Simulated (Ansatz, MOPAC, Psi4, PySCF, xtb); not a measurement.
Donor–acceptor adduct: BH3 (SMILES B) (first 4 atoms) with AsH3 (SMILES [AsH3]); geometry from B3LYP-D3(BJ)/def2-TZVP, rigid monomers moved along the line of their centres of mass till B1···As5 is 1.88 Å.
(charge 0, multiplicity 1):
```csv
atom,x (Å),y (Å),z (Å)
B,-0.0052,-0.0598,0.6296
H,-0.8662,0.7776,0.5787
H,-0.3529,-1.1824,0.3770
H,1.0665,0.2658,0.1928
As,0.3369,-0.1611,2.4772
H,-0.7851,-0.5510,3.4090
H,0.8096,1.0750,3.2037
H,1.3853,-1.1264,2.9758
```

```json
[
 {"level": "PM3", "interaction energy (kcal/mol)": "-53.46", "minus CCSD(T)/CBS(aug-cc-pVDZ, aug-cc-pVTZ)": "-30.84", "cost": "-"},
 {"level": "PM6", "interaction energy (kcal/mol)": "201.80", "minus CCSD(T)/CBS(aug-cc-pVDZ, aug-cc-pVTZ)": "224.42", "cost": "-"},
 {"level": "GFN2-xTB", "interaction energy (kcal/mol)": "-15.57", "minus CCSD(T)/CBS(aug-cc-pVDZ, aug-cc-pVTZ)": "7.05", "cost": "-"},
 {"level": "HF/3-21G (no counterpoise)", "interaction energy (kcal/mol)": "-6.65", "minus CCSD(T)/CBS(aug-cc-pVDZ, aug-cc-pVTZ)": "15.97", "cost": "-"},
 {"level": "HF/6-31G*", "interaction energy (kcal/mol)": "-4.69", "minus CCSD(T)/CBS(aug-cc-pVDZ, aug-cc-pVTZ)": "17.93", "cost": "-"},
 {"level": "HF/aug-cc-pVTZ", "interaction energy (kcal/mol)": "-7.29", "minus CCSD(T)/CBS(aug-cc-pVDZ, aug-cc-pVTZ)": "15.34", "cost": "-"},
 {"level": "BP86/6-31G* (no counterpoise)", "interaction energy (kcal/mol)": "-23.61", "minus CCSD(T)/CBS(aug-cc-pVDZ, aug-cc-pVTZ)": "-0.99", "cost": "-"},
 {"level": "r2SCAN-D3(BJ)/def2-TZVPPD", "interaction energy (kcal/mol)": "-28.22", "minus CCSD(T)/CBS(aug-cc-pVDZ, aug-cc-pVTZ)": "-5.60", "cost": "×2"},
 {"level": "r2SCAN-D4/def2-TZVPPD", "interaction energy (kcal/mol)": "-28.15", "minus CCSD(T)/CBS(aug-cc-pVDZ, aug-cc-pVTZ)": "-5.52", "cost": "×2"},
 {"level": "B3LYP/6-31G* (no counterpoise)", "interaction energy (kcal/mol)": "-17.89", "minus CCSD(T)/CBS(aug-cc-pVDZ, aug-cc-pVTZ)": "4.74", "cost": "-"},
 {"level": "B3LYP/def2-TZVPPD", "interaction energy (kcal/mol)": "-19.38", "minus CCSD(T)/CBS(aug-cc-pVDZ, aug-cc-pVTZ)": "3.25", "cost": "×2"},
 {"level": "PBE0-D3(BJ)/def2-TZVPPD", "interaction energy (kcal/mol)": "-29.30", "minus CCSD(T)/CBS(aug-cc-pVDZ, aug-cc-pVTZ)": "-6.67", "cost": "×2"},
 {"level": "wB97X-V/def2-TZVPPD", "interaction energy (kcal/mol)": "-24.13", "minus CCSD(T)/CBS(aug-cc-pVDZ, aug-cc-pVTZ)": "-1.51", "cost": "×4"},
 {"level": "MP2/6-31G*", "interaction energy (kcal/mol)": "-15.02", "minus CCSD(T)/CBS(aug-cc-pVDZ, aug-cc-pVTZ)": "7.60", "cost": "-"},
 {"level": "MP2/aug-cc-pVDZ", "interaction energy (kcal/mol)": "-18.94", "minus CCSD(T)/CBS(aug-cc-pVDZ, aug-cc-pVTZ)": "3.69", "cost": "-"},
 {"level": "MP2/aug-cc-pVTZ", "interaction energy (kcal/mol)": "-23.39", "minus CCSD(T)/CBS(aug-cc-pVDZ, aug-cc-pVTZ)": "-0.76", "cost": "-"},
 {"level": "CCSD/aug-cc-pVDZ", "interaction energy (kcal/mol)": "-14.50", "minus CCSD(T)/CBS(aug-cc-pVDZ, aug-cc-pVTZ)": "8.13", "cost": "-"},
 {"level": "CCSD(T)/aug-cc-pVTZ", "interaction energy (kcal/mol)": "-20.95", "minus CCSD(T)/CBS(aug-cc-pVDZ, aug-cc-pVTZ)": "1.68", "cost": "×100*"},
 {"level": "CCSD(T)/CBS(aug-cc-pVDZ, aug-cc-pVTZ)", "interaction energy (kcal/mol)": "-22.63", "minus CCSD(T)/CBS(aug-cc-pVDZ, aug-cc-pVTZ)": "0.00", "cost": "×100*"},
 {"level": "SAPT0/aug-cc-pVDZ", "interaction energy (kcal/mol)": "-30.49", "minus CCSD(T)/CBS(aug-cc-pVDZ, aug-cc-pVTZ)": "-7.87", "cost": "-"}
]
```

 The comparison column counts from a level with limits of its own.

The rows run from -53.46 (PM3) to 201.80 kcal/mol (PM6). In aug-cc-pVTZ the value moves HF -7.29, MP2 -23.39, CCSD(T) -20.95, a shift of -13.66 from HF to CCSD(T). From aug-cc-pVDZ to aug-cc-pVTZ MP2 changes by -4.45.

Monomers are frozen at their geometry in the pair; levels with a basis set take the counterpoise correction. Rows marked so take none.

Frozen-core correlation. Filled d and f shells under p-block atoms count as core. CBS(a, b) extrapolates the correlation energy as X⁻³ and adds the Hartree–Fock energy of set b. Rows in 3-21G, 6-31G* carry no dispersion term and start afresh at each structure (6-31G* with six Cartesian d functions); the Pople sets are all-electron and without relativity. MP2/6-31G* freezes PySCF's default core, which leaves 3d correlated. The state that PM3, PM6 reach isn't checked.

Codes used: Ansatz (Gaussian orbitals); MOPAC for PM3, PM6 (differences of heats of formation); Psi4 for SAPT; PySCF for 3-21G rows, 6-31G* rows, the dispersion terms; xtb for the GFN methods. Each number belongs to the level named beside it.

Costs are rough ratios of core time to PBE/def2-TZVPPD (about 5 s over the structures, on one shared machine); a dash marks a level with no comparable run of its own. A star marks coupled-cluster runs past 200 virtual orbitals, where the program's memory plan changes under this machine's limit, so their costs aren't comparable with smaller runs.

Ansatz is a program for electronic structure.
